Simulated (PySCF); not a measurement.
Two species compared at the same levels of theory.

First species: C4H10N2Si2.
Geometry (GFN2-xTB, Å), atoms numbered from 1 in this order:
```xyz
18
C4H10N2Si2 angstrom
Si     2.1878   -0.9137    0.7234
C      0.9615   -0.8029   -0.7391
C      0.1513    0.4330   -0.6515
C      0.4357    1.7030   -1.0603
N     -0.5850    2.5473   -0.7259
C     -1.4592    1.8073   -0.1263
N     -1.0839    0.4915   -0.0364
Si    -2.0271   -0.8096    0.6490
H      1.4502   -0.8719    1.9875
H      2.9099   -2.1836    0.6165
H      3.1151    0.2132    0.6493
H      0.3107   -1.6777   -0.7581
H      1.5218   -0.7901   -1.6751
H      1.3007    2.0640   -1.5804
H     -2.3913    2.1578    0.2683
H     -3.2272   -0.1620    1.1662
H     -2.3419   -1.7569   -0.4227
H     -1.2378   -1.4426    1.7038
```

Second species: C3H8O.
Geometry (GFN2-xTB, Å), atoms numbered from 1 in this order:
```xyz
12
C3H8O angstrom
C      1.3975    0.3835    0.1315
C      0.4792   -0.7139   -0.4036
O     -0.7647   -0.2499   -0.8775
C     -1.6303    0.2300    0.1199
H      1.5040    1.1726   -0.6087
H      2.3771   -0.0352    0.3449
H      1.0002    0.8133    1.0477
H      0.9413   -1.1924   -1.2708
H      0.3213   -1.4758    0.3762
H     -2.5979    0.3756   -0.3573
H     -1.2917    1.1863    0.5344
H     -1.7348   -0.4948    0.9374
```

Levels: PBE0/def2-SVPD for dipole moment, HOMO energy, LUMO energy, HOMO–LUMO gap, static isotropic polarisability and electronic spatial extent ⟨r²⟩ about the centre of nuclear charge; TDDFT PBE0/def2-SVPD for lowest singlet excitation; TDA PBE0/def2-SVPD for lowest triplet excitation (Tamm–Dancoff); GFN2-xTB for rotational constant A and rotational constant C. Geometries: GFN2-xTB. All species are isolated and taken at one optimised geometry, non-relativistic unless stated. Electronic properties by PySCF.

Dipoles, sizes and rotational constants follow the conformer. The torsions of the flexible species, by atom-mapped SMILES:
- `[SiH3:1][CH2:2][c:3]1[cH:4][n:5][cH:6][n:7]1[SiH3:8]`: Si1–C2–C3–C4 84°
- `[CH3:1][CH2:2][O:3][CH3:4]`: C1–C2–O3–C4 -69°

```
                                                         property    column X    column Y
                                                    dipole moment      3.58 D      1.34 D
                                                      HOMO energy    -6.32 eV    -7.37 eV
                                                      LUMO energy    -0.09 eV     0.78 eV
                                                    HOMO–LUMO gap     6.23 eV     8.15 eV
                                        lowest singlet excitation     5.21 eV     6.96 eV
                         lowest triplet excitation (Tamm–Dancoff)     4.19 eV     6.80 eV
                                  static isotropic polarisability    110.5 au     44.3 au
electronic spatial extent ⟨r²⟩ about the centre of nuclear charge  1496 bohr²   335 bohr²
                                            rotational constant A   1.839 GHz  15.807 GHz
                                            rotational constant C   0.799 GHz   4.520 GHz
```

Q: Which column belongs to which species?

A: Column X is the first species and column Y the second. The first has 18 atoms and 76 electrons, the second 12 and 34.

Q: How does each property change from the first species to the second?

A: dipole moment -2.24 D; HOMO energy -1.05 eV; LUMO energy +0.87 eV; HOMO–LUMO gap +1.92 eV; lowest singlet excitation +1.75 eV; lowest triplet excitation (Tamm–Dancoff) +2.61 eV; static isotropic polarisability -66.2 au; electronic spatial extent ⟨r²⟩ about the centre of nuclear charge -1161 bohr²; rotational constant A +13.968 GHz; rotational constant C +3.721 GHz.

On the first: The polarisability is 16.37 Å³ as a volume (1 au = 0.148185 Å³), or 1.45 au for each of the 76 electrons. The dipole equals about 11.9 × 10⁻³⁰ C·m (1 D = 3.33564 × 10⁻³⁰ C·m).

On the second: The polarisability is 6.56 Å³ as a volume (1 au = 0.148185 Å³), or 1.30 au for each of the 34 electrons.
